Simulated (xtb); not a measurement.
xtb input (GFN1-xTB):

```bash
xtb mol.xyz --gfn 1 --sp --chrg -1 --uhf 0
```
mol.xyz:
```
4

C      0.00154451     0.01403660     0.73374003
Cl    -1.47610556    -0.90211484    -0.06598950
Cl    -0.04223645     1.72656833    -0.11929504
Cl     1.51779688    -0.82940758    -0.07368253
```

End of the output:

```
         :::::::::::::::::::::::::::::::::::::::::::::::::::::
         ::                     SUMMARY                     ::
         :::::::::::::::::::::::::::::::::::::::::::::::::::::
         :: total energy             -15.056219613113 Eh    ::
         :: gradient norm              0.061863588103 Eh/a0 ::
         :: HOMO-LUMO gap              4.317475021129 eV    ::
         ::.................................................::
         :: SCC energy               -15.060630070284 Eh    ::
         :: -> electrostatic           0.089315621044 Eh    ::
         :: repulsion energy           0.006143161520 Eh    ::
         :: dispersion energy         -0.001732704350 Eh    ::
         :: halogen bond corr.         0.000000000000 Eh    ::
         :: add. restraining           0.000000000000 Eh    ::
         :: total charge              -1.000000000000 e     ::
         :::::::::::::::::::::::::::::::::::::::::::::::::::::

           -------------------------------------------------
          |                Property Printout                |
           -------------------------------------------------

    * Orbital Energies and Occupations

         #    Occupation            Energy/Eh            Energy/eV
      -------------------------------------------------------------
         1        2.0000           -0.7014172             -19.0865
         2        2.0000           -0.6994274             -19.0324
         3        2.0000           -0.6994274             -19.0324
         4        2.0000           -0.4125098             -11.2250
         5        2.0000           -0.3494604              -9.5093
         6        2.0000           -0.3494604              -9.5093
         7        2.0000           -0.3219840              -8.7616
         8        2.0000           -0.3001198              -8.1667
         9        2.0000           -0.3001198              -8.1667
        10        2.0000           -0.2801479              -7.6232
        11        2.0000           -0.2801479              -7.6232
        12        2.0000           -0.2797025              -7.6111
        13        2.0000           -0.2097276              -5.7070 (HOMO)
        14                         -0.0510633              -1.3895 (LUMO)
        15                         -0.0344270              -0.9368
        16                         -0.0344270              -0.9368
        17                          0.1634158               4.4468
        18                          0.1636692               4.4537
Note: The following floating-point exceptions are signalling: IEEE_DENORMAL
normal termination of xtb
        19                          0.1636692               4.4537
        20                          0.1660050               4.5172
        21                          0.1660050               4.5172
        22                          0.1681445               4.5754
        23                          0.1687879               4.5930
        24                          0.1687879               4.5930
       ...                                ...                  ...
        31                          0.3341612               9.0930
      -------------------------------------------------------------
                  HL-Gap            0.1586643 Eh            4.3175 eV
             Fermi-level           -0.1303954 Eh           -3.5482 eV

  Mulliken/CM5 charges         n(s)   n(p)   n(d)
     1C     0.12907  0.12867   1.540  2.331  0.000
     2Cl   -0.37636 -0.37622   1.972  5.399  0.006
     3Cl   -0.37636 -0.37622   1.972  5.399  0.006
     4Cl   -0.37636 -0.37622   1.972  5.399  0.006

Wiberg/Mayer (AO) data.
largest (>0.10) Wiberg bond orders for each atom

 ---------------------------------------------------------------------------
     #   Z sym  total        # sym  WBO       # sym  WBO       # sym  WBO
 ---------------------------------------------------------------------------
     1   6 C    2.639 --     2 Cl   0.880     4 Cl   0.880     3 Cl   0.880
     2  17 Cl   0.923 --     1 C    0.880
     3  17 Cl   0.923 --     1 C    0.880
     4  17 Cl   0.923 --     1 C    0.880
 ---------------------------------------------------------------------------

Topologies differ in total number of bonds
Writing topology from bond orders to xtbtopo.mol

 dipole moment from electron density (au)
     X       Y       Z
  -0.0006  -0.0050  -0.2625  total (Debye):    0.667

           -------------------------------------------------
          | TOTAL ENERGY              -15.056219613113 Eh   |
          | GRADIENT NORM               0.061863588103 Eh/α |
          | HOMO-LUMO GAP               4.317475021129 eV   |
           -------------------------------------------------

------------------------------------------------------------------------
------------------------------------------------------------------------
 total:
 SCF:
```
